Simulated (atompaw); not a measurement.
**Before and after: PAW (atompaw) potential for Cs**

atompaw 4.2.0.5 input, output lines left out:

```
Cs 55
GGA-PBE scalarrelativistic loggrid 2001 logderivrange -4 5 226
6 6 5 0 0 0
6 0 0.5
6 1 0
5 2 0.5
0 0 0
c
c
c
c
v
v
c
c
c
v
v
c
c
v
2
3.00 2.25 2.05 2.95
n
n
y
3.95
n
custom rrkj gramschmidtortho besselshape
bessel
2.55
3.00
2.60
3.00
3.00
3.00
```

Change: local potential bessel scheme, radius 2.64 bohr.

Cutoffs: the cutoffs (Ry, on a coarse ladder) from which the occupation-weighted sum of valence levels, in a spherical-Bessel basis at the reference potential, stays within 10 and 1 mRy of its value at 400 Ry; they do not see the model core or the augmentation charge, which bear on the density cutoff.

Problem. What does the change do?

Solution. The potential gets neither clearly harder nor softer (10 Ry and 18 Ry → 10 Ry and 18 Ry); the range in which the s phases agree narrows (upper end 3.4 → 0.8); the range in which the p phases agree narrows (upper end at the end of the scan → 1.6); neither file shows a bound ghost.

| quantity | base | changed |
| --- | --- | --- |
| cutoff, loose | 10 Ry | 10 Ry |
| cutoff, tight | 18 Ry | 18 Ry |
| bound ghosts | none | none |
| s: phases at 3.00 bohr within 0.05 rad from the reference energy up to (Ry; the scan ends near 5) | 3.4 | 0.8 |
| p: phases at 3.00 bohr within 0.05 rad from the reference energy up to (Ry; the scan ends near 5) | to the end of the scan | 1.6 |
| d: phases at 3.00 bohr within 0.05 rad from the reference energy up to (Ry; the scan ends near 5) | to the end of the scan | to the end of the scan |
| lowest overlap eigenvalue by channel | s 0.09, p 0.14, d 0.88 | s 0.11, p 0.21, d 0.88 |

 The cutoffs see the waves, projectors and local potential, not the compensation charge or the core.
